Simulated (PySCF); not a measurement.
Compound: C7H4F3OP.
Bonds: F1–C2, C2–F3, C2–F4, C2–C5, C5–C6 (double), C6–P7, P7–C8, C8–C9 (aromatic), C9–C10 (aromatic), C10–C11 (aromatic), C11–O12 (aromatic), C5–P7, C8–O12 (aromatic). Hydrogens: H13 on C6; H14 on C9; H15 on C10; H16 on C11.

Definitions: NICS(0) = −σiso at the ring centroid; NICS(1) = −σiso and NICS(1)zz = −σzz at ±1 Å along the ring normal z. Level: GIAO PBE0/pcSseg-1 (PySCF, non-relativistic, gas phase) on the GFN2-xTB geometry, one conformer.

Rings: 1. C5–C6–P7; 2. C8–C9–C10–C11–O12.

| set | NICS(0) | NICS(1), two faces | NICS(1)zz, two faces |
| --- | --- | --- | --- |
| P | -11.7 | -10.8 / -10.9 | -26.5 / -26.4 |
| Q | -24.1 | -8.8 / -4.7 | -19.1 / -15.5 |

Task: Which set (ppm) belongs to which ring?

Result: P = 2, Q = 1.
- 1 (3-membered ring with P; formal bonds 1 double, 2 single): mean NICS(1)zz -17.3 ppm, shielded. C8, outside the ring, lies 1.66 Å from a NICS(1) probe.
- 2 (5-membered ring with O; formal bonds all aromatic): mean NICS(1)zz -26.4 ppm, shielded, aromatic by this magnetic criterion (flat ring, no four-coordinate atom).

Task: How do the rings differ in shape?

Result: 
```json
{"ring": "1", "bond lengths (Å)": "1.313, 1.845, 1.841", "rms pucker (Å)": "0.00", "HOMA": "-1.16", "nearest outside atom to a NICS(1) probe (Å)": "carbon 1.66"}
{"ring": "2", "bond lengths (Å)": "1.371, 1.412, 1.362, 1.338, 1.354", "rms pucker (Å)": "0.00", "HOMA": "0.51", "nearest outside atom to a NICS(1) probe (Å)": "hydrogen 2.42"}
```

HOMA = 1 − mean of α(R − Ropt)² over the ring bonds, with Krygowski's 1993 parameters (CC: Ropt 1.388 Å, α 257.7 Å⁻²; CO: Ropt 1.265 Å, α 157.38 Å⁻²; CP: Ropt 1.698 Å, α 118.91 Å⁻²).

The values belong to the conformer `[F:1][C:2]([F:3])([F:4])[C:5]1=[CH:6][P:7]1[c:8]1[cH:9][cH:10][cH:11][o:12]1`: F1–C2–C5–C6 -1°, C6–P7–C8–C9 -162°.
